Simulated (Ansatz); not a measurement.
Frontier orbitals of `[SiH3][N]([SiH3])[SnH3]`.

Total charge 0; spin multiplicity 1. Correlated methods include outer-core shells of Sn, which these sets cover unevenly. Sn takes the def2 core potential. The structure was optimised at the PBE0-D4/def2-TZVP level. Basis def2-TZVPP, Ansatz 0.2.0.

```tsv
functional	HOMO (eV)	LUMO (eV)	gap (eV)
PBE	-6.14	-1.54	4.60
revPBE	-6.11	-1.42	4.69
PBE0	-7.41	-0.72	6.69
B3LYP	-7.20	-0.91	6.29
r2SCANh	-6.90	-0.95	5.95
BHLYP	-8.61	0.12	8.73
LC-ωPBE	-10.09	1.33	11.42
ωB97M-V	-9.66	0.86	10.52
```

A quarter of exact exchange (PBE0) shifts PBE's HOMO by −1.27 eV and its LUMO by +0.82 eV; full exchange at long range (ωB97M-V) shifts them by −3.52 and +2.40 eV. The gap opens from 4.60 to 10.52 eV, since occupied levels lose self-interaction and empty ones feel all the electrons. A positive LUMO is unbound and depends on the basis.

B3LYP here is the variant with VWN-RPA as its local correlation; programs differ in this. LC-ωPBE has ω = 0.4 bohr⁻¹.
